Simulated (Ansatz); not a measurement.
## C2H4F3Si+: where a starting geometry ends

The starting geometry of this gas-phase singlet was optimised with GFN2-xTB.

| atom | x (Å) | y (Å) | z (Å) |
| --- | --- | --- | --- |
| C | -2.4507 | 2.9215 | 1.8612 |
| C | -2.6406 | 1.7475 | 1.1316 |
| F | -0.2046 | 1.3452 | -0.1734 |
| F | -2.2142 | -0.0617 | -1.0313 |
| F | -2.0814 | 2.4915 | -1.5054 |
| Si | -1.7316 | 1.3290 | -0.5177 |
| H | -1.7420 | 3.6410 | 1.4543 |
| H | -3.4316 | 3.3863 | 2.1068 |
| H | -2.2378 | 2.6773 | 2.9264 |
| H | -3.3486 | 1.0156 | 1.5195 |

**Question.** Predict what becomes of its bonds when it is optimised with PBE0-D3(BJ)/def2-SVP.

**Answer.** A new bond forms, giving a structure with H9 bridging C2 and C1, given below by its coordinates. Distances that change by over a tenth: C1–H9 (1.11 → 1.37 Å). Contacts that close: C2–H9 (2.06 → 1.27 Å).

The energy falls by 0.36 eV over 34 steps:

```
step  E − E(last) (eV)
   1             0.362
   5             0.301
   8             0.301
  12             0.282
  16             0.100
  19             0.038
  23             0.012
  27             0.001
  30             0.000
  34             0.000
```

Final geometry (Å):

```tsv
atom	x (Å)	y (Å)	z (Å)
C	-2.9373	3.0466	1.5952
C	-2.5149	1.7628	1.2849
F	-0.2906	0.5603	0.0257
F	-2.6376	0.4487	-1.1685
F	-1.3280	2.7345	-1.0168
Si	-1.6179	1.3272	-0.3475
H	-2.6643	3.8953	0.9508
H	-3.5250	3.2552	2.5010
H	-1.7431	2.5042	1.9772
H	-2.8243	0.9581	1.9700
```

Frequencies at the end are all real (lowest 66 cm⁻¹). Run with Ansatz 0.2.0, 59 s on 2 threads of Intel(R) Xeon(R) 6975P-C (Granite Rapids), on a shared host.
